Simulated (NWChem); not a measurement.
Molecule: SiH$_{4}$O; SMILES O[SiH3]

```xyz
6

Si    -0.0200    -0.4951     0.0000
O     -0.0758     1.1698     0.0000
H      0.6823    -1.0322     1.2089
H     -1.4331    -0.9594     0.0000
H      0.6823    -1.0322    -1.2089
H      0.7664     1.6327     0.0000
```
Atoms are numbered in this order, from 1.

Results from NWChem. Geometry: optimised at PBE0/def2-SVP. Core excitations by TDA in a window of 1s orbitals, non-relativistic and unshifted: absolute energies depend strongly on the exact-exchange share.

Estimate the computed values for Si K edge, PBE0/def2-TZVP. Quantities: first 1s excitation (eV); dipole oscillator strength of the first.


```
Item                                     Result
---------------------------------------  ------
first 1s excitation (eV)                 1800.8
dipole oscillator strength of the first  0.0025
```
